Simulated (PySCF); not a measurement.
**An isoelectronic set: 96 electrons**

PBE0 in PySCF with def2-SVP on every atom (core potentials on Tl, Pb, Bi), for the lowest determinant that a PBE0 search found; no spin–orbit coupling. All have 96 electrons, 8 of them in the valence shells, and the same state, a triplet (π ↑↑). For ions De leads to the atom and ion picked by measured ionisation energies and electron affinities.

```
species  difference of nuclear charges  Re (Å)  ωe (cm⁻¹)  k (mdyn/Å)  De (eV)  dissociates to  Mayer bond order
    TlP                             66   2.736        236       0.881     1.81          Tl + P              1.08
   SiPb                             68   2.592        324        1.52     2.54         Si + Pb              1.94
   AlBi                             70   2.828        239       0.802     1.73         Al + Bi              1.12
   PPb⁺                             67   2.618        301        1.44      n/a         P + Pb⁺              1.47
  SiBi⁺                             69   2.612        326        1.54      n/a        Si + Bi⁺              1.79
```

Spin–orbit coupling is left out, which matters for elements this heavy, above all for dissociation energies. States were picked by a PBE0 search and need not be the measured ground states.
